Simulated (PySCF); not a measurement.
Job file and geometry (Å, from GFN2-xTB) of an NMR shielding run on SMILES C=[CH][GeH2][GeH2][O][SiH3], C₂H₁₀Ge₂OSi, PySCF 2.14.0, density-fitted response routines, GIAO PBE0/pcSseg-1 NMR shielding, non-relativistic, gas phase; density fitting, a coarse starting grid and PySCF grid level 2 are the driver's defaults:

```
{"job": {"kind": "nmr", "xc": "PBE0", "basis": "pcSseg-1"}, "charge": 0, "multiplicity": 1}
C     -2.056147    -0.791504    -0.264461
C     -2.142074     0.379154     0.346558
Ge    -0.674502     1.672561     0.370116
Ge     1.168000     1.005801    -1.010413
O      2.060417    -0.296564    -0.238531
Si     1.821308    -1.590084     0.708226
H     -2.865630    -1.506669    -0.276459
H     -1.154591    -1.087200    -0.784205
H     -3.057408     0.648444     0.860110
H     -1.226523     3.014019    -0.063148
H     -0.261882     1.926694     1.804662
H      2.282278     2.002935    -1.252008
H      0.804561     0.436287    -2.377565
H      3.098811    -1.741287     1.395134
H      1.484098    -2.728678    -0.151253
H      0.711685    -1.334965     1.639921
```

Question: Write the output of this run.

Answer: 
```
coarse grid: 61504 points
cycle   1  E = -4599.4630344065  dE = -8.734e-01  |g| = 1.446e+00  |ddm| = 3.805e+00
cycle   2  E = -4599.0168785268  dE =  4.462e-01  |g| = 2.031e+00  |ddm| = 2.196e+00
cycle   3  E = -4599.6363460559  dE = -6.195e-01  |g| = 4.328e-01  |ddm| = 1.821e+00
cycle   4  E = -4599.6690411880  dE = -3.270e-02  |g| = 9.568e-02  |ddm| = 3.358e-01
cycle   5  E = -4599.6700086829  dE = -9.675e-04  |g| = 1.911e-02  |ddm| = 7.571e-02
cycle   6  E = -4599.6700812307  dE = -7.255e-05  |g| = 7.376e-03  |ddm| = 2.349e-02
cycle   7  E = -4599.6700928323  dE = -1.160e-05  |g| = 2.843e-03  |ddm| = 6.977e-03
cycle   8  E = -4599.6700950027  dE = -2.170e-06  |g| = 3.908e-04  |ddm| = 2.732e-03
final grid: 125352 points
cycle   9  E = -4599.6701666696  dE = -7.607e-08  |g| = 5.262e-04  |ddm| = 2.435e-03
cycle  10  E = -4599.6701665884  dE =  8.120e-08  |g| = 8.072e-04  |ddm| = 9.180e-04
cycle  11  E = -4599.6701667176  dE = -1.293e-07  |g| = 9.469e-05  |ddm| = 6.104e-04
cycle  12  E = -4599.6701667194  dE = -1.723e-09  |g| = 1.002e-05  |ddm| = 7.033e-05
cycle  13  E = -4599.6701667194  dE = -3.911e-11  |g| = 4.254e-06  |ddm| = 1.297e-05
converged SCF energy = -4599.6701667194

GIAO shielding tensors (ppm)
atom      isotropic    diamagn.    paramagn.     s11        s22        s33       span
  0 C       42.123     257.903    -215.780    -81.379     51.677    156.071    237.450
  1 C       44.909     260.411    -215.501    -68.694     32.122    171.299    239.993
  2 Ge    1573.284    2755.677   -1182.393   1462.657   1556.455   1700.740    238.083
  3 Ge    1379.461    2755.585   -1376.124   1183.415   1314.134   1640.834    457.418
  4 O      351.955     402.825     -50.870    237.145    398.884    419.836    182.690
  5 Si     385.330     880.419    -495.089    341.375    347.481    467.134    125.759
  6 H       25.075      29.447      -4.371     22.385     24.096     28.744      6.359
  7 H       25.325      35.305      -9.980     22.029     23.764     30.183      8.154
  8 H       24.923      30.216      -5.293     23.197     23.738     27.833      4.637
  9 H       27.626      28.934      -1.308     20.854     22.360     39.664     18.810
 10 H       27.239      29.556      -2.316     21.182     21.963     38.574     17.392
 11 H       26.109      28.052      -1.942     18.879     21.980     37.470     18.590
 12 H       25.876      28.998      -3.121     19.774     21.487     36.369     16.595
 13 H       26.566      29.125      -2.559     22.693     24.353     32.651      9.958
 14 H       26.646      30.187      -3.541     23.425     24.361     32.153      8.727
 15 H       26.591      31.878      -5.287     22.555     27.025     30.192      7.637
```

Relativistic effects, spin–orbit coupling among them, are left out; they matter for Ge and for the light atoms bonded to it.

Size and cost of the density-fitted run: 207 basis functions, 40 s wall time on 1 thread of an x86-64 server CPU, shared host.
